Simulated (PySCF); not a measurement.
**Correlation energy of Cl²⁺ (chlorine, charge +2)**

[Ne] 3s2 3p2 4s1, high-spin 4P determinant (an excited configuration). Computed with PySCF 2.14 in aug-cc-pV(D+d)Z, with no relativity, point nucleus. Frozen: [Ne]; 5 electrons correlated.

MP2 pair energies summed by pair of shells (mhartree):

```csv
pair,energy,share (%)
3s-3p,-35.31,48.3
3s-3s,-16.19,22.1
3s-4s,-9.11,12.4
3p-4s,-6.48,8.9
3p-3p,-6.08,8.3
```

Total MP2 correlation energy: -73.18 mhartree.

Same-spin part -16.62 and opposite-spin part -56.56 mhartree; SCS-MP2 scales them by 1/3 and 6/5 to -73.41 mhartree.
